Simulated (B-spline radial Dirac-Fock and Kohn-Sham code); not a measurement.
**Dipole and non-dipole photoemission parameters of Hf 3d5/2**

System: neutral hafnium, [Xe] 4f14 5d2 6s2; threshold 1662.0 eV (tabulated edge). The computed values come from a B-spline atomic structure program: Dirac-Hartree-Slater photoionisation with a Latter tail; cross sections with all multipoles, angular parameters from the dipole term and its interference with E2.

For linearly polarised light dσ/dΩ = σ/(4π) [1 + β P₂(cos θ) + (δ + γ cos²θ) sin θ cos φ], with θ from the polarisation vector and φ the angle between the beam and the projection of the electron momentum on the plane normal to the polarisation.

```
hν (eV)  σ (kb)      β       γ       δ
   1860     582  0.503  -0.105  -0.010
   2060     447  0.741  -0.179  -0.010
   2110     420  0.787  -0.187  -0.007
   2860     185  1.126  -0.051   0.037
   3150       ?      ?       ?       ?
   4820    39.3  1.222   0.554   0.096
 5414.7    27.3  1.208   0.704   0.110
   6000    19.6  1.189   0.837   0.123
   6850    12.7  1.159   1.010   0.142
   7650    8.82  1.128   1.153   0.160
 8047.8    7.43  1.112   1.218   0.169
   8250    6.83  1.104   1.249   0.174
 9251.7    4.61  1.064   1.390   0.197
  12400    1.65  0.953   1.731   0.267
```

Problem. Give the values at 3150 eV.

Solution. σ = 141 kb, β = 1.173, γ = 0.043, δ = 0.049.
